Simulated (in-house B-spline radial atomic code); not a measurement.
As⁵⁺. Computed with a B-spline radial atomic code. Model: all-electron spherical atom, spin shells full or empty, radial basis limit, no spin-orbit coupling: exact exchange with a local potential (Slater, KLI or optimised effective potential, whose far tail is KLI's), no correlation.

Exchange potential has not reached -1/r at the last radius.

The run also made RPA and GW results, which its time includes.

The Slater potential averages the orbital exchange potentials with the orbital densities as weights, KLI adds orbital constants, and the optimised effective potential minimises the exact-exchange energy among local potentials. So their energies lie above Hartree-Fock in the order OEP, KLI, Slater. All fall off as −1/r, unlike LDA and GGA exchange.

Command:
```bash
python run_gw.py task.json out
```
Settings (lengths in bohr, energies in hartree):
```
Z                      33
electrons              28
configuration          [Ar] 3d10
hamiltonian            nr
method                 slater
lmax                   9
spin_polarised         False
box_radius             10.43
intervals              70
```

Cost of the run: 3.9 s on 1 thread of Arm Neoverse N1, on a shared host.

Given: hamiltonian non-relativistic; mean-field start Slater potential.

Computed: energy above Hartree-Fock 189.54 millihartree; virial ratio -E/T less 1 -0.013031.

```json
{"radius (bohr)": "0.00152", "r times exchange potential (hartree bohr)": "-0.051579"}
{"radius (bohr)": "0.00185", "r times exchange potential (hartree bohr)": "-0.062727"}
{"radius (bohr)": "0.00226", "r times exchange potential (hartree bohr)": "-0.07654"}
{"radius (bohr)": "0.00277", "r times exchange potential (hartree bohr)": "-0.093656"}
{"radius (bohr)": "0.00338", "r times exchange potential (hartree bohr)": "-0.114"}
{"radius (bohr)": "0.00413", "r times exchange potential (hartree bohr)": "-0.1388"}
{"radius (bohr)": "0.00505", "r times exchange potential (hartree bohr)": "-0.16887"}
{"radius (bohr)": "0.00617", "r times exchange potential (hartree bohr)": "-0.20481"}
{"radius (bohr)": "0.00755", "r times exchange potential (hartree bohr)": "-0.24804"}
{"radius (bohr)": "0.00922", "r times exchange potential (hartree bohr)": "-0.29857"}
{"radius (bohr)": "0.0113", "r times exchange potential (hartree bohr)": "-0.3585"}
{"radius (bohr)": "0.0138", "r times exchange potential (hartree bohr)": "-0.42589"}
{"radius (bohr)": "0.0168", "r times exchange potential (hartree bohr)": "-0.4998"}
{"radius (bohr)": "0.0206", "r times exchange potential (hartree bohr)": "-0.58251"}
{"radius (bohr)": "0.0252", "r times exchange potential (hartree bohr)": "-0.66689"}
{"radius (bohr)": "0.0307", "r times exchange potential (hartree bohr)": "-0.74679"}
{"radius (bohr)": "0.0376", "r times exchange potential (hartree bohr)": "-0.8182"}
{"radius (bohr)": "0.0459", "r times exchange potential (hartree bohr)": "-0.86797"}
{"radius (bohr)": "0.0561", "r times exchange potential (hartree bohr)": "-0.88934"}
{"radius (bohr)": "0.0686", "r times exchange potential (hartree bohr)": "-0.89199"}
{"radius (bohr)": "0.0839", "r times exchange potential (hartree bohr)": "-0.92065"}
{"radius (bohr)": "0.103", "r times exchange potential (hartree bohr)": "?"}
{"radius (bohr)": "0.125", "r times exchange potential (hartree bohr)": "-1.1483"}
{"radius (bohr)": "0.153", "r times exchange potential (hartree bohr)": "-1.2876"}
{"radius (bohr)": "0.187", "r times exchange potential (hartree bohr)": "-1.3812"}
{"radius (bohr)": "0.229", "r times exchange potential (hartree bohr)": "-1.39"}
{"radius (bohr)": "0.28", "r times exchange potential (hartree bohr)": "-1.3125"}
{"radius (bohr)": "0.342", "r times exchange potential (hartree bohr)": "-1.2956"}
{"radius (bohr)": "0.418", "r times exchange potential (hartree bohr)": "-1.4477"}
{"radius (bohr)": "0.511", "r times exchange potential (hartree bohr)": "-1.6506"}
{"radius (bohr)": "0.624", "r times exchange potential (hartree bohr)": "-1.7833"}
{"radius (bohr)": "0.763", "r times exchange potential (hartree bohr)": "-1.7969"}
{"radius (bohr)": "0.932", "r times exchange potential (hartree bohr)": "-1.7002"}
{"radius (bohr)": "1.14", "r times exchange potential (hartree bohr)": "-1.5396"}
{"radius (bohr)": "1.39", "r times exchange potential (hartree bohr)": "-1.3721"}
{"radius (bohr)": "1.7", "r times exchange potential (hartree bohr)": "?"}
{"radius (bohr)": "2.08", "r times exchange potential (hartree bohr)": "-1.1292"}
```

(1) What belongs in the row 0.103?

(2) What belongs in the row 1.7?

```
occupied  level (hartree)  Hartree-Fock level (hartree)
      1s          -432.15                       -435.11
      2s          -57.519                       -58.781
      2p          -52.081                       -52.635
      3s                ?                             ?
      3p          -8.1535                       -8.3241
      3d          -4.7691                       -4.5585
```

(3) What belongs in the row 3s?

```tsv
empty	level (hartree)
4s	-3.0477
4p	-2.552
4d	?
5s	-1.4948
5p	-1.3115
```

(4) What belongs in the row 4d?

Answers

(1) r times exchange potential (hartree bohr): -1.0152.

(2) r times exchange potential (hartree bohr): -1.2294.

(3) level (hartree): -10.048; Hartree-Fock level (hartree): -10.463.

(4) level (hartree): -1.7835.

The highest level, 3d, differs from Hartree-Fock by -5.7 eV and the deepest, 1s, by +80.4 eV: the Slater potential lacks the response part and is deeper than the optimised one throughout, so the top level comes too deep.
